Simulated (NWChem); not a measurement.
Molecule: CH₂Cl₃FSi; SMILES Cl[Si](Cl)(CF)Cl

```xyz
8

F     -0.9400     2.4557     0.0000
C     -1.4489     1.1829     0.0000
Si    -0.0615    -0.0899     0.0000
Cl     1.1077     0.1187     1.6646
Cl     1.1077     0.1187    -1.6646
Cl    -0.9377    -1.9442     0.0000
H     -2.0833     1.0309     0.8918
H     -2.0833     1.0309    -0.8918
```
Atoms are numbered in this order, from 1.

Level: PBE0/def2-SVP (NWChem), optimised geometry, unscaled harmonic frequencies. 

Task: List the harmonic frequencies with IR intensities, and the thermochemistry.

Result: 
```csv
frequency (cm⁻¹),IR intensity (km/mol)
66,3.0
99,1.8
157,2.9
170,2.2
204,1.7
214,12.2
332,6.8
469,39.2
609,134.6
629,181.4
744,54.2
800,65.1
1123,73.4
1243,4.2
1317,2.5
1447,5.9
3052,7.5
3119,5.2
```

The zero-point energy is 22.6 kcal/mol and the thermal correction to the enthalpy at 298.15 K (with zero-point energy) is 28.1 kcal/mol. The heat capacity Cv comes out as 24.3 cal/(mol K). The entropy at 298.15 K and 1 atm (symmetry number 1) comes out as 91.1 cal/(mol K). The dipole moment is 1.63 D.

Rigid rotor and harmonic oscillator; modes under 100 cm⁻¹ make the entropy uncertain.
